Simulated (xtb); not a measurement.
C4H5Si (SMILES [C]1=CC=C[SiH2]1), doublet, geometry from GFN2-xTB, atoms displaced at random by about 0.02 Å a coordinate. Base run: GFN1-xTB in xtb 6.7.1.

Here is a job for xtb.
```
$ xtb mol.xyz --gfn 1 --uhf 1 --opt --json

# file mol.xyz
10

C      0.42866789    -1.27491444    -0.25992423
C     -0.86677165    -1.18144398    -0.46040073
C     -1.44732002     0.10179516    -0.24743470
C     -0.61876781     1.08747881     0.16518268
Si     1.13937755     0.41385174     0.31804946
H     -1.46783716    -2.03800785    -0.80347623
H     -2.49469867     0.23623691    -0.38535722
H     -0.96410428     2.10015271     0.37063199
H      2.08024132     0.99122567    -0.60827531
H      1.61483215     0.37329215     1.68046547
```

The base run was repeated with changes; each row names its change, and settings that it needs were set with it.

```json
[
 {"change": "base", "ΔE vs base (kcal/mol)": "0.000", "optimiser steps": "6"},
 {"change": "alpb = acetonitrile", "ΔE vs base (kcal/mol)": "-5.30", "optimiser steps": "6"},
 {"change": "opt level = tight", "ΔE vs base (kcal/mol)": "0.000", "optimiser steps": "7"},
 {"change": "opt level = crude", "ΔE vs base (kcal/mol)": "0.026", "optimiser steps": "4"},
 {"change": "opt level = vtight", "ΔE vs base (kcal/mol)": "-0.001", "optimiser steps": "8"},
 {"change": "opt level = loose", "ΔE vs base (kcal/mol)": "0.002", "optimiser steps": "5"},
 {"change": "opt level = sloppy", "ΔE vs base (kcal/mol)": "0.026", "optimiser steps": "4"},
 {"change": "alpb = water", "ΔE vs base (kcal/mol)": "-0.530", "optimiser steps": "6"},
 {"change": "opt level = lax", "ΔE vs base (kcal/mol)": "0.000", "optimiser steps": "6"},
 {"change": "engine = inertial", "ΔE vs base (kcal/mol)": "0.004", "optimiser steps": "-"}
]
```
